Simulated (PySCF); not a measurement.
Compounds:
1. `N#CC[SiH]1CC1`, C4H7NSi
2. `CC#C[SiH2]/C(F)=C\C=O`, C6H7FOSi
3. `[SiH2]1/C(=C(/C)CC(F)F)C1`, C6H10F2Si
4. SMILES [SiH3]/N=C/C1=CC1, C4H7NSi
5. SMILES C[Si@@H]1C[C@@H]1C#N, C4H7NSi
6. `[SiH3]/N=C\C1=CC1`, C4H7NSi
7. SMILES CC(=O)N(C)[SiH2]C#N, C4H8N2OSi
8. `N#CCC(=C)[SiH3]`, C4H7NSi

[PySCF 2.14.0 with density-fitted response routines: GFN2-xTB structure; shieldings: GIAO PBE0/pcSseg-1; non-relativistic Hamiltonian; fast rotation and ring inversion assumed for equivalent nuclei; in vacuum; single conformer]

Shifts are taken against calculated references (same method and geometry level): ¹H (σref 31.72), ¹³C (σref 186.93) against TMS. Shifts are as computed. Against solution values, carbons near 30 ppm lie about +3 ppm off and those near 130 ppm about +5 ppm. Of 1309 compounds with measured shifts, 239 miss one by over three times the rms of a fit or turn the order of signals round; such compounds aren't used in these exercises.

(1) Which show a ¹H signal above 9 ppm from a carbon-bound hydrogen?

(2) Which show a ¹³C signal between 60 and 100 ppm?

(3) Which give exactly 3 ¹³C signals?

Results:

(1) 2 (9.62: hydrogen on an aldehyde carbonyl carbon); 4 (9.51: hydrogen on a C=N carbon); 6 (9.56: hydrogen on a C=N carbon).

(2) 2 (84.9: alkyne carbon).

(3) 1 (δ 121.7, -2.7, -3.2).
